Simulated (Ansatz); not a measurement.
Cartesian coordinates in Å:
```
F -1.621 0.657 -0.215
Si -0.484 -0.394 -0.597
S 0.513 -1.053 1.161
Cl 0.763 0.590 -1.890
H 0.829 0.201 1.542
```

The species carries charge 0 and has multiplicity 2.

Question: List the ωB97M-V/def2-TZVPP orbital energies in eV (Ansatz). (Estimate.)

Answer: The calculation gave: α occupied: -2772.38, -2427.41, -1809.63, -678.03, -262.78, -221.40, -200.26, -200.14, -200.12, -164.52, -164.45, -164.32, -150.43, -104.63, -104.54, -104.51, -36.60, -26.36, -23.87, -18.40, -15.94, -15.83, -15.65, -14.34, -12.86, -12.31, -12.13, -10.42, -8.74. α empty: 1.76, 2.16, 2.42, 2.85, 5.45, 5.59, 6.11, 6.36. β occupied: -2772.35, -2427.38, -1809.53, -677.97, -262.76, -221.38, -200.21, -200.10, -200.10, -164.48, -164.40, -164.31, -150.31, -104.46, -104.44, -104.37, -36.48, -26.23, -23.71, -18.07, -15.82, -15.59, -15.24, -14.18, -12.62, -12.20, -11.95, -10.35. β empty: -1.57, 1.90, 2.48, 2.53, 3.23, 5.65, 5.70, 6.20. ⟨S²⟩ = 0.751.
